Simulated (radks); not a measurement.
Values are calculated unless marked as measured or tabulated.
Polarisability of neutral calcium, [Ar] 4s2, at imaginary frequency. Code: a radial shooting solver on a logarithmic mesh with Libxc functionals. Model: non-relativistic Kohn-Sham, PBE, spin-polarised, spherical densities, point nucleus. Response by self-consistent Sternheimer equations with the Hartree and adiabatic LDA kernel.

w (hartree)  alpha1(iw) (bohr^3)  alpha2(iw) (bohr^5)
0.00266                    154.4                 3478
0.0143                     152.1                 3408
0.0360                     140.4                 3089
0.0697                     112.6                 2480
0.118                      75.44                 1779
0.186                      44.23                 1148
0.280                      24.59                674.0
0.413                      13.77                368.7
0.605                      7.980                191.7
0.892                      4.730                95.49
1.35                       2.718                45.21
2.12                       1.397                19.72
3.59                      0.5956                7.393
6.94                      0.1955                2.089
17.5                     0.04149               0.3381

Static values: alpha1 = 154.5 bohr^3 (22.90 angstrom^3; uncoupled 290.7), alpha2 = 3481 bohr^5, alpha3 = 80080 bohr^7. C6 = 2105, C8 = 240400, triple-dipole C9 = 239000 atomic units. One-pole (London) frequency 4 C6 / (3 alpha1^2) = 0.118 hartree, against 0.138 for minus the highest occupied eigenvalue. Recommended static value: 160.8 bohr^3 (Schwerdtfeger and Nagle, 2023 table).
